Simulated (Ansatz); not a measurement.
`N[Si@H]1O[C@H]1Cl` + H₂ → `ClC1O[SiH2]1` + NH₃ at 400 K and 1 bar (hydrogenolysis of the Si–N bond).

Calculated with Ansatz (gas phase, PBE0-D4/def2-TZVP geometries, no zero-point term in ΔE). CBS: MP2 limit from def2 TZ/QZ plus the TZ coupled-cluster correction, frozen cores. This one scheme is used for every species. One conformer a species, not always the lowest.

```tsv
species	CCSD(T)/CBS energy (Eh)	H − E (kJ/mol)	S (J/(mol·K))
`N[Si@H]1O[C@H]1Cl`	-919.21220	179.1	366.9
H₂	-1.17544	38.0	139.0
`ClC1O[SiH2]1`	-863.85581	123.3	320.7
NH₃	-56.50880	104.2	203.1
```

H − E and S are ideal-gas, rigid-rotor, harmonic terms from PBE0-D4/def2-TZVP, for one conformer and one mirror image of each species. For small species the MP2-based limit differs from directly extrapolated CCSD(T) by up to some mEh (0.8 for H₂); such offsets cancel only in part. 1 Eh = 2625.50 kJ/mol, R = 8.31446 J/(mol·K).

**Question.** By hand: ΔE, ΔH, ΔS and ΔG.

**Answer.** ΔE = (-863.85581) + (-56.50880) − (-919.21220) − (-1.17544) = 0.02303 Eh = 60.5 kJ/mol. Δ(H − E) = 123.3 + 104.2 − 179.1 − 38.0 = 10.4, so ΔH = 70.9 kJ/mol. ΔS = 320.7 + 203.1 − 366.9 − 139.0 = 17.9 J/(mol·K). ΔG = 70.9 − 400 × (17.9)/1000 = 63.7 kJ/mol.

**Question.** By hand: the equilibrium constant, and the temperature at which ΔG would vanish if ΔH and ΔS stayed fixed.

**Answer.** log₁₀ K = −ΔG/(RT ln 10) = -8.3. ΔG = 0 at ΔH/ΔS = 3961 K, far beyond where these terms or the molecules hold.

ΔH outweighs TΔS. A doubt of 5 kJ/mol in ΔE shifts log₁₀ K by 0.7 here. Other conformers and mirror images would add mixing entropy, several J/(mol·K) or more a flexible species. These are equilibria of isolated gas molecules and say nothing of rates. Largest T1 diagnostic: 0.014 (customary marks: 0.02 for closed shells, 0.045 for open ones).
